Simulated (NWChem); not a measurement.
Molecule: C$_{3}$H$_{4}$BNO; SMILES OB1C=NC=C1

```xyz
10

O     -0.0011    -2.1415     0.0000
B      0.0186    -0.7906     0.0000
C      1.2614     0.1547     0.0000
C      0.7284     1.3874     0.0000
N     -0.7405     1.4699     0.0000
C     -1.2039     0.2696     0.0000
H     -0.8994    -2.5057     0.0000
H      2.3262    -0.0459     0.0000
H      1.2454     2.3432     0.0000
H     -2.2884     0.1346     0.0000
```
Atoms are numbered in this order, from 1.

Computed with NWChem. Medium grid unless said otherwise, to which SCAN and Minnesota functionals are sensitive. All runs use the structure optimised with B3LYP/6-31G* (spherical d).

**Question.** Among these, which level gives the lowest value of “dipole (D)”?
A. Hartree-Fock/def2-SVP
B. TPSSh/def2-SVP
C. CAM-B3LYP/def2-SVP
D. B3LYP/def2-SVP

**Answer.** A, Hartree-Fock/def2-SVP. Values: Hartree-Fock/def2-SVP 2.00; B3LYP/def2-SVP 2.12; CAM-B3LYP/def2-SVP 2.13; TPSSh/def2-SVP 2.17
